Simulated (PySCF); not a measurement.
**Correlation energy of As⁺ (arsenic, charge +1)**

[Ar] 3d10 4s1 4p3, high-spin 5S determinant (an excited configuration). Calculation: PySCF 2.14, in x2c-TZVPPall (6s5p4d1f, 48 functions); the spin-free X2C one-electron Hamiltonian (Gaussian nucleus). Frozen: [Ar] 3d10; 4 electrons correlated.

| level | correlation energy (mhartree) |
| --- | --- |
| CCSD | -24.52 |
| (T) | -0.27 |
| CCSD(T) | -24.79 |

Diagnostics: T1 = 0.0011, D1 = 0.0029, largest double amplitude 0.046.

Task: Is a single reference adequate?

Result: Yes, within this model without spin-orbit coupling: T1 lies below 0.03 and no double amplitude reaches 0.07.
